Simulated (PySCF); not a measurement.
PySCF 2.14 output of an unrestricted PW91 calculation on a single atom or ion in x2c-TZVPPall (11s7p7d4f2g, 113 functions), with scalar relativity by spin-free X2C-1e:

```
SCF conv_tol = 1e-09
number electrons alpha = 34  beta = 27
    J. P. Perdew. In P. Ziesche and H. Eschrig, editors, Proceedings of the 75. WE-Heraeus-Seminar and 21st Annual International Symposium on Electronic Structure of Solids, 11. Berlin, 1991. Akademie Verlag.
    J. P. Perdew, J. A. Chevary, S. H. Vosko, K. A. Jackson, M. R. Pederson, D. J. Singh, and C. Fiolhais.,  Phys. Rev. B 46, 6671 (1992)
    J. P. Perdew, J. A. Chevary, S. H. Vosko, K. A. Jackson, M. R. Pederson, D. J. Singh, and C. Fiolhais.,  Phys. Rev. B 48, 4978 (1993)
    J. P. Perdew. In P. Ziesche and H. Eschrig, editors, Proceedings of the 75. WE-Heraeus-Seminar and 21st Annual International Symposium on Electronic Structure of Solids, 11. Berlin, 1991. Akademie Verlag.
    J. P. Perdew, J. A. Chevary, S. H. Vosko, K. A. Jackson, M. R. Pederson, D. J. Singh, and C. Fiolhais.,  Phys. Rev. B 46, 6671 (1992)
    J. P. Perdew, J. A. Chevary, S. H. Vosko, K. A. Jackson, M. R. Pederson, D. J. Singh, and C. Fiolhais.,  Phys. Rev. B 48, 4978 (1993)
cycle= 1 E= -10427.3671527914  delta_E= -0.0323  |g|= 0.292  |ddm|= 0.638
cycle= 2 E= -10427.3433064009  delta_E= 0.0238  |g|= 0.533  |ddm|= 0.444
cycle= 3 E= -10427.3785435865  delta_E= -0.0352  |g|= 0.0118  |ddm|= 0.28
cycle= 4 E= -10427.3785704789  delta_E= -2.69e-05  |g|= 0.00146  |ddm|= 0.0109
cycle= 5 E= -10427.3785709149  delta_E= -4.36e-07  |g|= 0.000229  |ddm|= 0.00213
cycle= 6 E= -10427.3785709358  delta_E= -2.09e-08  |g|= 5.71e-05  |ddm|= 0.000559
cycle= 7 E= -10427.3785709397  delta_E= -3.91e-09  |g|= 1.26e-05  |ddm|= 0.000341
cycle= 8 E= -10427.3785709404  delta_E= -6.98e-10  |g|= 1.92e-06  |ddm|= 0.000186
converged SCF energy = -10427.3785709404  <S^2> = 15.752315  2S+1 = 8.0005788
```

The run itself started from symmetry-adapted Hartree-Fock orbitals and held the occupation by maximum overlap, on a logarithmic radial grid, so the iterations belong to that start.

Task: Which element, charge and spin multiplicity is this?

Result: Sm⁺ (samarium, charge +1), multiplicity 8; the state was [Xe] 4f6 6s1, high-spin 8F determinant.

Spin-orbit coupling, absent here, splits the open shell strongly.
